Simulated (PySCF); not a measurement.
A GIAO shielding run with PySCF (density fitting, non-relativistic, gas phase) on SMILES C[C@]([SiH3])(Cl)CC(=O)O, C$_{4}$H$_{9}$ClO$_{2}$Si:

```
$ OMP_NUM_THREADS=1 python probes_run.py task.json out

{"job": {"kind": "nmr", "xc": "PBE0", "basis": "pcSseg-1"}, "charge": 0, "multiplicity": 1}
C     -0.205229    -1.586473    -0.742380
C     -0.558688    -0.118981    -0.602421
Si    -1.488643     0.279461     1.035460
Cl    -1.754817     0.280425    -1.903070
C      0.659964     0.763202    -0.869466
C      1.660326     0.625924     0.243915
O      2.748479     0.127165     0.170126
O      1.180289     1.137901     1.388038
H      0.531315    -1.857075     0.012475
H      0.217834    -1.798520    -1.724057
H     -1.087332    -2.207820    -0.604282
H     -2.819726    -0.301602     0.863745
H     -1.562006     1.727116     1.176393
H     -0.831392    -0.383855     2.160167
H      0.346613     1.807652    -0.914474
H      1.138403     0.487272    -1.811826
H      1.817611     1.030239     2.111748
```

Hardware: 1 thread of an Arm Neoverse N1, shared host. The job also computes population analyses, field gradients.

Problem. How large is the calculation?

Solution. 80 electrons, 195 basis functions and 1058 auxiliary functions.

Problem. How long does it take, and how much memory does it need?

Solution. 67 s of wall time, with 14 SCF cycles and 5 response iterations; peak memory 0.87 GiB. Times on a shared host scatter by some tens of per cent.
